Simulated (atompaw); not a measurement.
# An all-electron radial function and its pseudo partner (Ti)

Columns: radius, all-electron u(r) and pseudo u(r) of the 4p shell (level -2.16 eV) of titanium in the configuration [Ne] 3s2 3p6 3d2 4s1 4p1; LDA (PW92), non-relativistic, PAW (atompaw) scheme, atompaw 4.2.0.5.

```json
{"r (bohr)": "0.088", "all-electron": "0.0778", "pseudo": "-0.0002"}
{"r (bohr)": "0.177", "all-electron": "0.1162", "pseudo": "-0.0007"}
{"r (bohr)": "0.265", "all-electron": "0.0793", "pseudo": "-0.0014"}
{"r (bohr)": "0.354", "all-electron": "0.0067", "pseudo": "-0.0022"}
{"r (bohr)": "0.442", "all-electron": "-0.0684", "pseudo": "-0.0028"}
{"r (bohr)": "0.531", "all-electron": "-0.1309", "pseudo": "-0.0031"}
{"r (bohr)": "0.619", "all-electron": "-0.1732", "pseudo": "-0.0028"}
{"r (bohr)": "0.708", "all-electron": "-0.1959", "pseudo": "-0.0014"}
{"r (bohr)": "0.796", "all-electron": "-0.2004", "pseudo": "0.0014"}
{"r (bohr)": "0.885", "all-electron": "-0.1904", "pseudo": "0.0059"}
{"r (bohr)": "0.973", "all-electron": "-0.1694", "pseudo": "0.0124"}
{"r (bohr)": "1.062", "all-electron": "-0.1399", "pseudo": "0.0214"}
{"r (bohr)": "1.150", "all-electron": "-0.1053", "pseudo": "0.0328"}
{"r (bohr)": "1.238", "all-electron": "-0.0673", "pseudo": "0.0470"}
{"r (bohr)": "1.327", "all-electron": "-0.0269", "pseudo": "0.0641"}
{"r (bohr)": "1.415", "all-electron": "0.0137", "pseudo": "0.0837"}
{"r (bohr)": "1.504", "all-electron": "0.0545", "pseudo": "0.1060"}
{"r (bohr)": "1.592", "all-electron": "0.0939", "pseudo": "0.1302"}
{"r (bohr)": "1.681", "all-electron": "0.1324", "pseudo": "0.1563"}
{"r (bohr)": "1.769", "all-electron": "0.1686", "pseudo": "0.1835"}
{"r (bohr)": "1.858", "all-electron": "0.2034", "pseudo": "0.2116"}
{"r (bohr)": "1.946", "all-electron": "0.2356", "pseudo": "0.2396"}
{"r (bohr)": "2.035", "all-electron": "0.2660", "pseudo": "0.2676"}
{"r (bohr)": "2.123", "all-electron": "0.2940", "pseudo": "0.2943"}
{"r (bohr)": "2.212", "all-electron": "0.3200", "pseudo": "0.3201"}
{"r (bohr)": "2.300", "all-electron": "0.3437", "pseudo": "0.3437"}
```

(1) How many radial nodes do the two functions have?

(2) Is the pseudo-wave norm-conserving?

Results:

(1) The all-electron 4p function has n − l − 1 = 2; the pseudo-wave has 1, since 1 lower shell of the same l stays in the valence.

(2) No, it belongs to a PAW set: the norm inside the radius is not constrained, and the difference is carried by the augmentation charge.
